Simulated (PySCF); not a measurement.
The dipole of `C=C=C[SiH](Cl)Cl` from its density and from atomic charges.

Coordinates (GFN2-xTB, Å) and charges (e) from the PBE0/pcSseg-1 density (PySCF):

```tsv
atom	x	y	z	Mulliken	IAO	Hirshfeld	ESP-fitted
C1	2.211	0.254	0.216	-0.1444	-0.3715	-0.1103	-0.5654
C2	1.022	-0.233	0.350	-0.1447	+0.0834	+0.0217	+0.1522
C3	-0.193	-0.686	0.455	-0.4642	-0.5193	-0.1715	-0.2969
Si4	-1.702	0.166	-0.279	+0.8843	+0.9721	+0.3605	+0.3289
Cl5	-2.745	-1.190	-1.359	-0.2910	-0.2991	-0.1150	-0.1469
Cl6	-1.106	1.679	-1.473	-0.2862	-0.2914	-0.1081	-0.1242
H7	2.627	0.937	0.937	+0.1586	+0.1820	+0.0657	+0.2446
H8	2.842	-0.013	-0.615	+0.1608	+0.1835	+0.0667	+0.2478
H9	-0.360	-1.609	0.996	+0.1749	+0.1868	+0.0582	+0.1747
H10	-2.586	0.701	0.749	-0.0480	-0.1264	-0.0679	-0.0147
```

Compute μ = Σ q r for each scheme (1 e·Å = 4.803 D) and compare with the dipole of the full density.

The full density gives (1.25, -0.10, 1.52) D, 1.97 D in size; dipole vectors point from the negative to the positive end.

| scheme | μx | μy | μz | size (D) | share of the full size (%) | angle to the full dipole (°) |
| --- | --- | --- | --- | --- | --- | --- |
| Mulliken | 0.81 | 0.77 | 2.23 | 2.50 | 127 | 29 |
| IAO | 0.54 | 0.24 | 2.05 | 2.13 | 108 | 27 |
| Hirshfeld | 0.72 | 0.09 | 0.71 | 1.02 | 52 | 10 |
| ESP-fitted | 1.28 | -0.09 | 1.57 | 2.02 | 103 | 1 |

Which set comes closest?

Length of the difference vector: ESP-fitted 0.06 D, IAO 0.95 D, Hirshfeld 0.99 D, Mulliken 1.21 D. Closest: ESP-fitted. ESP charges are fitted to the potential around the molecule, whose slowest-falling term is the dipole's. The schemes that divide the density aren't constrained to reproduce the dipole.

What is left for the Hirshfeld atoms' own dipoles?

The shares of the density sum to the whole, so what Σ q r misses lies in dipoles about the nuclei. The atomic dipoles sum to (1.25, -0.10, 1.52) − (0.72, 0.09, 0.71) = (0.53, -0.19, 0.81) D, 0.99 D in size.

With the origin at the mean of the coordinates, (0.001, 0.000, -0.002) Å, which are the largest single terms, by size, of the ESP-fitted dipole along the direction of the full one?

C1 -4.24, H7 +2.75, Si4 -2.06, Cl5 +1.93, H8 +1.59 D; all 10 atoms together +2.02 D. The single terms depend on the origin, their sum doesn't.

Give the size of the full dipole in other units.

1.97 D = 0.775 au = 0.410 e·Å = 6.57 × 10⁻³⁰ C·m.

The structure is a single GFN2-xTB conformer in the gas phase; no vibrational or solvent corrections.

The run behind these numbers computed NMR shieldings as well. On one thread of an Arm Neoverse V1, no GPU, on a shared host, this took 15 s of wall time and 0.73 GiB of memory at its peak.

The values belong to the conformer `[CH2:1]=[C:2]=[CH:3][SiH:4]([Cl:5])[Cl:6]`: C2–C3–Si4–Cl5 129°.
